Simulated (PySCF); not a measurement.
PySCF 2.14 output of an unrestricted r2SCAN calculation on a single atom or ion in ANO-RCC-VTZP, with the spin-free X2C one-electron Hamiltonian (Gaussian nucleus):

```
SCF conv_tol = 1e-09
number electrons alpha = 34  beta = 30
    J. W. Furness, A. D. Kaplan, J. Ning, J. P. Perdew, and J. Sun.,  J. Phys. Chem. Lett. 11, 8208-8215 (2020)
    J. W. Furness, A. D. Kaplan, J. Ning, J. P. Perdew, and J. Sun.,  J. Phys. Chem. Lett. 11, 9248-9248 (2020)
    J. W. Furness, A. D. Kaplan, J. Ning, J. P. Perdew, and J. Sun.,  J. Phys. Chem. Lett. 11, 8208-8215 (2020)
    J. W. Furness, A. D. Kaplan, J. Ning, J. P. Perdew, and J. Sun.,  J. Phys. Chem. Lett. 11, 9248-9248 (2020)
cycle= 1 E= -12614.1044142252  delta_E= -0.016  |g|= 0.344  |ddm|= 0.195
cycle= 2 E= -12614.0805344189  delta_E= 0.0239  |g|= 0.613  |ddm|= 0.162
cycle= 3 E= -12614.1154974771  delta_E= -0.035  |g|= 0.00305  |ddm|= 0.103
cycle= 4 E= -12614.1154990684  delta_E= -1.59e-06  |g|= 0.00109  |ddm|= 0.00123
cycle= 5 E= -12614.1154992045  delta_E= -1.36e-07  |g|= 5.16e-05  |ddm|= 0.00025
cycle= 6 E= -12614.1154992049  delta_E= -3.33e-10  |g|= 4.89e-06  |ddm|= 2.37e-05
converged SCF energy = -12614.1154992049  <S^2> = 6.0031783  2S+1 = 5.0012712
```

The run itself started from symmetry-adapted Hartree-Fock orbitals and held the occupation by maximum overlap, on a logarithmic radial grid, so the iterations belong to that start.

Question: Which element, charge and spin multiplicity is this?

Answer: Ho³⁺ (holmium, charge +3), multiplicity 5; the state was [Xe] 4f10, one real determinant.

⟨L²⟩ = 34.01 against 42 for a pure I term, so this real determinant mixes terms. Spin-orbit coupling, absent here, splits the open shell strongly.
